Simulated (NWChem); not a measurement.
BeSiH$_{4}$O; SMILES [SiH3][O][BeH]

```xyz
7

Be     0.0000     0.0000    -2.1127
H      0.0000     0.0000    -3.4412
O      0.0000     0.0000    -0.7049
Si     0.0000     0.0000     0.9405
H     -1.2773    -0.5628     1.4547
H      0.1512     1.3875     1.4547
H      1.1260    -0.8247     1.4547
```
Atoms are numbered in this order, from 1.

All runs: NWChem. All runs use the structure optimised with B3LYP/6-31G* (spherical d).

Predict the results for TPSSh/def2-SVP. Quantities: highest occupied level (eV); orbital gap (eV); dipole (D).

The highest occupied level (eV) is -8.32. The orbital gap (eV) is 8.34. The dipole (D) is 0.61.
